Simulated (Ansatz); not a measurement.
A structure relaxed at PBE0-D4/def2-SVP in Ansatz, charge 0, singlet:

Cartesian coordinates in Å:
```
B 1.302 0.597 -0.020
B -0.484 0.749 -0.452
B -0.930 -1.036 -0.338
B -0.078 -0.086 0.993
H 1.812 1.598 0.415
H -1.199 1.701 -0.325
H -2.097 -1.262 -0.140
H -0.545 0.356 2.004
H 0.551 1.031 -1.139
H 1.179 -0.261 1.098
H -0.920 -0.044 -1.348
H -0.291 -1.337 0.889
H 1.991 -0.168 -0.656
H -0.291 -1.838 -0.981
```

Q: Give its formula, name or SMILES and point group.

A: arachno-B4H10 (B₄H₁₀). Point group C2v (tolerance 0.1 Å).

Q: Summarise the bond lengths by kind (pairs closer than 1.2 times the sum of covalent radii, bridged metal pairs left out).

A: 5 × B–B 1.72 to 1.84 Å; 10 × B–H 1.20 to 1.27 Å.
